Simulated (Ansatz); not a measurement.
Q: Name a neutral molecule of B, C, N, O and H with HOMO–LUMO gap (PBE0/def2-TZVPP) between 6.15 and 6.45 eV and HOMO energy (PBE/def2-TZVPP) between -6.75 and -6.45 eV (Ansatz, PBE0-D4/def2-TZVP geometry).

A: `BBC(=N)O` (6.18 eV, -6.53 eV). Other molecules can fit too; these were computed, each in one conformer that needn't be the lowest.
